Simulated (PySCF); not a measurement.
Al(OH)2(SiH3) (AlH5O2Si), SMILES [OH][Al]([OH])[SiH3].

Geometry optimised at PBE0-D3(BJ)/def2-SVP. One conformer was computed; it need not be the lowest.

Computed with TDA-B3LYP/def2-SVPD (PySCF).

Vertical excitations. Gas-phase values at a fixed geometry.

Computed excitation energies, oscillator strengths and character:
```csv
state,energy (eV),λ (nm),f,main pairs
S1,6.36,195,0.127,HOMO→LUMO 87 %
S2,6.44,192,0.188,HOMO→LUMO+1 88 %
S3,6.87,181,0.000,"HOMO−1→LUMO 57 %, HOMO−2→LUMO 29 %, HOMO−1→LUMO+1 9 %"
S4,6.89,180,0.000,"HOMO−2→LUMO 41 %, HOMO−1→LUMO+1 21 %, HOMO−2→LUMO+1 20 %, HOMO−1→LUMO 16 %"
S5,6.95,178,0.002,"HOMO−2→LUMO+1 61 %, HOMO−1→LUMO+1 24 %"
S6,7.19,172,0.016,"HOMO→LUMO+2 67 %, HOMO−1→LUMO+1 12 %"
S7,7.45,166,0.065,"HOMO−3→LUMO 64 %, HOMO−3→LUMO+1 22 %"
S8,7.47,166,0.084,"HOMO−1→LUMO+1 24 %, HOMO−4→LUMO 18 %, HOMO−4→LUMO+1 14 %, HOMO−1→LUMO 12 %"
S9,7.54,165,0.079,"HOMO−4→LUMO 44 %, HOMO→LUMO+2 19 %, HOMO−4→LUMO+1 11 %"
S10,7.63,162,0.120,"HOMO−3→LUMO+1 65 %, HOMO−3→LUMO 20 %"
T1,5.12,242,0,"HOMO→LUMO+1 54 %, HOMO→LUMO 45 %"
T2,5.79,214,0,"HOMO→LUMO 51 %, HOMO→LUMO+1 42 %"
T3,6.25,198,0,HOMO→LUMO+2 90 %
T4,6.52,190,0,"HOMO−1→LUMO 58 %, HOMO−1→LUMO+1 34 %"
```
Triplets are in the Tamm–Dancoff approximation.
